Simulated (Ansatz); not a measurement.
Consider the hydrogenolysis of a B–O bond: `O[B](F)[AlH][F]` + H₂ → `F[BH][AlH][F]` + H₂O.

Program: Ansatz. Geometries: PBE0-D4/def2-TZVP. ΔE: electronic, gas phase. CCSD(T)/CBS is the MP2 limit (def2-TZVPP, def2-QZVPP) plus CCSD(T) − MP2 in def2-TZVPP, frozen cores. This one scheme is used for every species. DFT in def2-TZVPP. HSE06 is defined as in plane-wave codes. Each species was taken in one conformer, which may not be the lowest.

```csv
level,ΔE (kJ/mol),difference from CCSD(T)/CBS
PBE0-D4,144.3,4.0
HSE06-D4,144.3,4.0
BHLYP-D4,143.2,2.9
ωB97M-V,147.7,7.4
B2PLYP,144.7,4.4
r2SCAN,154.2,13.9
PBE0,141.9,1.6
r2SCANh,152.0,11.7
r2SCAN0,149.0,8.7
HSE06,142.0,1.7
BHLYP,139.6,-0.7
CAM-B3LYP,145.6,5.3
HF/def2-SVP,137.7,-2.6
CCSD/def2-SVP,153.0,12.7
SCS-MP2/def2-TZVPP,142.3,2.0
CCSD(T)/def2-TZVPP,143.1,2.8
CCSD(T)/CBS,140.3,0
```

Largest T1 diagnostic among the species: 0.014.

At CCSD(T), def2-SVP lies +17.0 kJ/mol from the extrapolated value and def2-TZVPP +2.8 kJ/mol. In def2-TZVPP, CCSD(T) changes the Hartree–Fock value by +14.6 kJ/mol (the triples alone add +4.5 kJ/mol) and MP2 by +19.3 kJ/mol. From PBE to PBE0 (25 % exact exchange), in def2-TZVPP and without D4, ΔE moves by −4.2 kJ/mol.
